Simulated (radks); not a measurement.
Species: the holmium ion Ho29+. Configuration: [Kr] 4d2. Calculated with a radial shooting solver on a logarithmic mesh with Libxc functionals: non-relativistic Kohn-Sham, TPSS, spin-polarised, spherical densities, point nucleus; open shells are filled with parallel spins first (spin-orbit coupling, left out, can overturn this in heavy ions); meta-GGA in the generalised Kohn-Sham scheme; relativity is left out, which matters for an element this heavy.

Normalised radial functions P(r) = r R(r), r in bohr:

```
   r/bohr * 4d up (the largest magnitude, 1.63, reaches the edge; | marks zero)
 0.001373                             *
 0.001745                             *
 0.002236                             *
 0.002842                             *
 0.003642                             *
  0.00463                             *
 0.005934                             *
 0.007543                             *
 0.009589                             *
  0.01229                             *
  0.01562                             *
  0.02002                             |*
  0.02545                             |*
  0.03235                             | *
  0.04146                             |   *
   0.0527                             |     *
  0.06753                             |        *
  0.08585                             |            *
   0.1091                             |               *
   0.1399                             |                *
   0.1778                             |            *
   0.2278                             |   *
   0.2896                    *        |
   0.3712       *                     |
   0.4718  *                          |
   0.5998      *                      |
   0.7686                *            |
   0.9771                        *    |
    1.252                            *|
    1.592                             *
```

4d up: eigenvalue -1052.1 eV, 1 radial node at r = 0.245 bohr, <r> = 0.496 bohr, 90 % of the charge inside 0.720 bohr.
